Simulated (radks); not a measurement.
Correlation energies from several functionals, in hartree. Species: Sr+ [Kr] 5s1; Mg [Ne] 3s2. Method: non-relativistic Kohn-Sham, r2SCAN, spin-polarised, spherical densities, point nucleus; meta-GGA in the generalised Kohn-Sham scheme; computed with a radial shooting solver on a logarithmic mesh with Libxc functionals. Every spin shell is full or empty, so the densities are truly spherical. Functionals are evaluated on that one density, not self-consistently.

functional	Sr+	Mg
PW92	-3.4026	-0.88776
VWN5	-3.4180	-0.89188
PZ	-3.4006	-0.88516
Wigner	-1.9386	-0.60467
PW91	-1.9825	-0.44964
OP (B88)	-1.7456	-0.44399
TPSS	-1.8280	-0.41466
revTPSS	-1.8544	-0.42793
r2SCAN	-1.8399	-0.41317
B95	-2.2081	-0.46950
